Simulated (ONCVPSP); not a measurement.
**Before and after: ONCV potential for B (Z = 5)**

| Item | Value |
| --- | --- |
| Element | B |
| Generator | ONCVPSP 4.0.1 |
| Type | optimised norm-conserving Vanderbilt (ONCV) |
| Functional | PBEsol |
| Relativity | scalar-relativistic |
| Frozen core | none |
| Valence charge | 5 |
| Reference configuration | 1s2 2s2 2p0.5 (charge +0.5) |
| Partial waves | 1s+2s: rc 0.70 bohr, ncon 4, nbas 8, qcut 13 1/bohr, 2 projectors; 2p: rc 2.15 bohr, ncon 4, nbas 8, qcut 7.9 1/bohr, 1 projector; d scattering state at 0.37 Ha: rc 1.85 bohr, ncon 5, nbas 9, qcut 5.7 1/bohr, 2 projectors, debl 2.9 Ha |
| Local potential | polynomial inside 0.50 bohr (lpopt 5, dvloc0 0 Ha) |
| Core correction | none |

Change: local potential polynomial inside 0.60 bohr (lpopt 4, dvloc0 0 Ha).

Cutoffs: the cutoffs (Ha) at which the residual kinetic energy of the hardest occupied pseudo-wave falls to 1 and 0.1 mHa per electron; they do not see the model core or the augmentation charge, which bear on the density cutoff. Errors are all-electron minus pseudo energies relative to the spin-unpolarised reference configuration.

Task: How do hardness, ghosts and transferability respond?

Result: The potential gets neither clearly harder nor softer (141 Ha and 355 Ha → 141 Ha and 355 Ha); the bound ghost in d disappears; the errors of the 4 common tests hardly move; the range in which the d phases agree narrows (upper end at the end of the scan → 3.0). In the separable form a ghost depends on how the local part lies against the semilocal potential of the channel, so the choice of the local part can create or remove one.

```tsv
quantity	base	changed
cutoff, loose	141 Ha	141 Ha
cutoff, tight	355 Ha	355 Ha
bound ghosts	d	none
GHOST(+) flags under 300 eV	none	d at 82.7 eV
error for 1s2 2s2 2p1, meV [ΔE -2.86 eV]	+1.5	+1.5
error for 1s2 2s2 2p0, meV [ΔE 5.28 eV]	+4.7	+4.7
error for 1s2 2s1 2p0, meV [ΔE 30.55 eV]	+24	+24
error for 1s2 2s0 2p3, meV [ΔE 8.80 eV]	+2.7	+2.7
s: phases at 0.71 bohr within 0.05 rad from the reference energy up to (Ha; the scan ends near 5)	to the end of the scan	to the end of the scan
p: phases at 2.18 bohr within 0.05 rad from the reference energy up to (Ha; the scan ends near 5)	1.0	1.0
d: phases at 1.88 bohr within 0.05 rad from the reference energy up to (Ha; the scan ends near 5)	to the end of the scan	3.0
```

 A true bound ghost makes a file unfit for plane-wave use even where its test errors are small: the radial tests pick states by their node count and pass the ghost by.
